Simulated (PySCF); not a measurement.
## Electron affinity of Ge by level of theory

Ge⁻ [Ar] 3d10 4s2 4p3 (4S) → Ge [Ar] 3d10 4s2 4p2 (3P), as a difference of total energies. Computed with PySCF 2.14 in aug-cc-pVDZ-PP with ECP10MDF (5s4p3d, 32 functions), with a scalar-relativistic core potential. Correlated levels: valence: 3s2 3p6 3d10 frozen. The calculations carry no spin-orbit coupling.

```csv
method,electron affinity (eV),difference from reference (eV)
UHF,0.848,-0.385
MP2 (valence),1.239,+0.006
SCS-MP2 (valence),1.087,-0.146
CCSD (valence),1.214,-0.019
CCSD(T) (valence),1.238,+0.005
CCSDT (valence),1.243,+0.010
```

Reference: 1.233 eV (measured; photodetachment measurements, as compiled on the Wikipedia data page of electron affinities).

The reference lies between the lowest fine-structure levels, while these numbers refer to the centres of the terms.

Errors of the correlated levels include the incompleteness of this basis and the frozen core.
